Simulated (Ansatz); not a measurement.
Basis-set extrapolation for `C[Si@H]1C[C@H]1F` (PBE0-D4/def2-TZVP geometry, frozen core, the Gaussian-basis code of Ansatz). Multiplicity 1, RHF reference.

```tsv
	def2-TZVPP	def2-QZVPP
HF	-506.099739	-506.118556
MP2 correlation	-0.882606	-0.948312
CCSD(T) correlation	-0.962195	not run
```

Energies in hartree. Use E(X) = E(∞) + A·exp(−7.88·√X) for Hartree–Fock and E(X) = E(∞) + B·X^(−2.97) for correlation, with X = 3 and 4, and add CCSD(T) minus MP2 of the smaller set to the MP2 limit.

Task: What is the CCSD(T) energy at the basis-set limit?

Result: HF limit: -506.118556 + (-0.018817) × 0.13774 = -506.12115. MP2 limit: -0.948312 + (-0.065706) × 0.74074 = -0.99698. Higher-order term: -0.962195 − (-0.882606) = -0.07959. Total: -507.19772 hartree, 356.5 kJ/mol below CCSD(T)/def2-TZVPP.
